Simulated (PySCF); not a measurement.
System (SMILES): [Al][Cl] (Al-Cl) (closed-shell singlet).
Geometry (B3LYP-D3(BJ)/def2-TZVP, fixed):
```xyz
2

Al     0.0000     0.0000    -1.2241
Cl     0.0000     0.0000     0.9361
```
Charge 0, spin multiplicity 1.

Basis-set convergence of the mean static polarisability at PBE with PySCF. All functions are spherical. Density fitting with generated auxiliary sets. No added dispersion term, no relativity. Reference: the value in aug-pcseg-3, 55.41 bohr³, itself unsure by roughly 0.2 % (its mean distance from aug-cc-pV(Q+d)Z, aug-pcseg-2, aug-cc-pV(T+d)Z). Deviations are taken from unrounded values. Cost is core time over that of def2-TZVPD, rough, on shared machines of one kind; a dash marks a row that isn't timed (too short, read off another run, short of memory, by another algorithm or on other hardware).

```
basis        functions  cost
-----------  ---------  ----
STO-3G              18     -
3-21G               26     -
6-31G               26     -
pcseg-0             26     -
6-31G**             36     -
pcseg-1             36     -
def2-SVPD           51     -
6-311G**            52     -
pcseg-2             68  0.7×
def2-TZVPD          89    1×
def2-TZVPPD         99  0.9×
pcseg-3            128    1×
def2-QZVPPD        155    2×
pcseg-4            210    4×
```

Task: Which is the smallest set listed that can be trusted to 5 % here, that is, within that of the reference together with its larger relatives (same family, alike in diffuse functions; a set with none to test it counts only in the reference's own line)?

Result: The smallest set listed that lies within 5 % of the reference with all its larger relatives (same family, alike in diffuse functions; a set with none counts only in the reference's own line) is def2-SVPD (51 functions, -1.7 % off). Inside, with no larger relative to test it: pcseg-4. Value minus reference over the reference: STO-3G -71.6, 3-21G -17.5, 6-31G -17.6, pcseg-0 -23.8, 6-31G** -16.0, pcseg-1 -13.5, def2-SVPD -1.7, 6-311G** -14.3, pcseg-2 -13.2, def2-TZVPD -0.4, def2-TZVPPD -0.4, pcseg-3 -6.2, def2-QZVPPD 0.1, pcseg-4 -1.7 %.
